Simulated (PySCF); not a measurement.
## P: excitation energy

P [Ne] 3s2 3p3 (4S) → P [Ne] 3s1 3p3 3d1 (6D), as a difference of total energies. All numbers are calculated (PySCF 2.14, the spin-free X2C one-electron Hamiltonian (Gaussian nucleus), in aug-cc-pVDZ-DK (5s4p2d, 27 functions)). Correlated levels: valence: [Ne] frozen. The calculations carry no spin-orbit coupling.

| method | excitation energy (eV) |
| --- | --- |
| UHF | 13.413 |
| MP2 (valence) | 14.756 |
| SCS-MP2 (valence) | 14.993 |
| CCSD (valence) | 15.074 |
| CCSD(T) (valence) | 15.113 |
| CCSDT (valence) | 15.122 |

Task: How much does correlation contribute at CCSD(T) (valence)?

Result: 15.113 − (13.413) = 1.700 eV, measured against UHF.

The upper state lies above the first ionisation limit, but in LS coupling its spin forbids autoionisation to the ground ion.

The promoted electron is Rydberg-like, and one or two diffuse shells describe it only roughly, which tends to raise the upper state.
